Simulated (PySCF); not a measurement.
C₂H₅Se₂, SMILES [Se]([Se]C)[CH2], multiplicity 2. Atoms are numbered in the order given.

```xyz
9

C      2.1225    -0.0692     0.8138
Se     0.9848    -0.3471    -0.6143
Se    -0.9942     0.6341     0.1543
C     -1.8664    -0.9510     0.8793
H      3.1914     0.0156     0.6050
H      1.7325     0.0364     1.8274
H     -2.8586    -0.6233     1.2235
H     -1.9840    -1.7129     0.0988
H     -1.2976    -1.3521     1.7274
```
Charge 0, spin multiplicity 2.

Geometry optimised at PBE0-D3(BJ)/def2-SVP. The isomer is the one that the SMILES or the coordinates give; other isomers of the formula were not compared. One conformer was computed; it need not be the lowest.

Calculation: PBE0-D3(BJ)/def2-SVP run with PySCF.

Frequencies are harmonic and unscaled.

```json
[
 {"mode": "1", "ν (cm⁻¹)": "64", "IR (km/mol)": "0.5", "moving atoms (share of kinetic energy)": "C 60 %, H 25 %, Se 15 %"},
 {"mode": "2", "ν (cm⁻¹)": "129", "IR (km/mol)": "0.2", "moving atoms (share of kinetic energy)": "H 95 %"},
 {"mode": "3", "ν (cm⁻¹)": "161", "IR (km/mol)": "2.2", "moving atoms (share of kinetic energy)": "H 50 %, C 32 %, Se 18 %"},
 {"mode": "4", "ν (cm⁻¹)": "180", "IR (km/mol)": "3.6", "moving atoms (share of kinetic energy)": "H 36 %, C 34 %, Se 29 %"},
 {"mode": "5", "ν (cm⁻¹)": "202", "IR (km/mol)": "2.4", "moving atoms (share of kinetic energy)": "H 53 %, C 31 %, Se 17 %"},
 {"mode": "6", "ν (cm⁻¹)": "291", "IR (km/mol)": "0.4", "moving atoms (share of kinetic energy)": "Se 88 %, H 12 %"},
 {"mode": "7", "ν (cm⁻¹)": "320", "IR (km/mol)": "71.3", "moving atoms (share of kinetic energy)": "H 76 %, C 23 %"},
 {"mode": "8", "ν (cm⁻¹)": "605", "IR (km/mol)": "2.3", "moving atoms (share of kinetic energy)": "C 70 %, Se 15 %, H 15 %"},
 {"mode": "9", "ν (cm⁻¹)": "695", "IR (km/mol)": "2.1", "moving atoms (share of kinetic energy)": "C 72 %, Se 14 %, H 14 %"},
 {"mode": "10", "ν (cm⁻¹)": "844", "IR (km/mol)": "4.9", "moving atoms (share of kinetic energy)": "H 82 %, C 16 %"},
 {"mode": "11", "ν (cm⁻¹)": "903", "IR (km/mol)": "9.7", "moving atoms (share of kinetic energy)": "H 81 %, C 17 %"},
 {"mode": "12", "ν (cm⁻¹)": "910", "IR (km/mol)": "4.3", "moving atoms (share of kinetic energy)": "H 86 %, C 14 %"},
 {"mode": "13", "ν (cm⁻¹)": "1289", "IR (km/mol)": "4.7", "moving atoms (share of kinetic energy)": "H 85 %, C 15 %"},
 {"mode": "14", "ν (cm⁻¹)": "1344", "IR (km/mol)": "1.8", "moving atoms (share of kinetic energy)": "H 89 %, C 11 %"},
 {"mode": "15", "ν (cm⁻¹)": "1427", "IR (km/mol)": "11.6", "moving atoms (share of kinetic energy)": "H 95 %"},
 {"mode": "16", "ν (cm⁻¹)": "1443", "IR (km/mol)": "11.9", "moving atoms (share of kinetic energy)": "H 95 %"},
 {"mode": "17", "ν (cm⁻¹)": "3070", "IR (km/mol)": "9.8", "moving atoms (share of kinetic energy)": "H 98 %"},
 {"mode": "18", "ν (cm⁻¹)": "3169", "IR (km/mol)": "0.6", "moving atoms (share of kinetic energy)": "H 96 %"},
 {"mode": "19", "ν (cm⁻¹)": "3189", "IR (km/mol)": "0.7", "moving atoms (share of kinetic energy)": "H 90 %, C 10 %"},
 {"mode": "20", "ν (cm⁻¹)": "3209", "IR (km/mol)": "0.5", "moving atoms (share of kinetic energy)": "H 90 %, C 10 %"},
 {"mode": "21", "ν (cm⁻¹)": "3319", "IR (km/mol)": "1.4", "moving atoms (share of kinetic energy)": "H 89 %, C 11 %"}
]
```
